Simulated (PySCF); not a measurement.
Ti(F)2(OH)2 (F₂H₂O₂Ti), SMILES [OH][Ti]([OH])([F])[F], multiplicity 1.

The structure is a stationary point at B3LYP-D3(BJ)/def2-SVP. The spin state was assumed, not searched. The structure was generated by enumeration; whether it is a known compound was not checked. Other conformers were not sampled.

All values below come from B3LYP-D3(BJ)/def2-SVP run with PySCF 2.14.0.

Frequencies are harmonic and unscaled.

Task: Give all harmonic wavenumbers and intensities. (Estimate from the structure and the level; the computed values follow.)

Result: 
```tsv
mode	ν (cm⁻¹)	IR (km/mol)	moving atoms (share of kinetic energy)
1	47	100.8	H 86 %
2	139	70.5	H 64 %, O 15 %, F 15 %
3	193	35.9	O 37 %, H 33 %, F 26 %
4	205	4.7	F 44 %, O 33 %, H 20 %
5	222	20.2	F 53 %, Ti 19 %, O 17 %, H 11 %
6	225	17.5	F 39 %, O 36 %, Ti 15 %, H 10 %
7	270	105.8	O 45 %, F 24 %, H 17 %, Ti 14 %
8	328	148.9	H 62 %, O 29 %
9	437	163.9	H 72 %, O 26 %
10	729	23.2	F 65 %, O 30 %
11	798	213.6	F 61 %, Ti 39 %
12	824	216.4	O 45 %, Ti 36 %, F 14 %
13	837	229.3	O 57 %, Ti 36 %
14	3877	242.2	H 94 %
15	3899	257.6	H 94 %
```
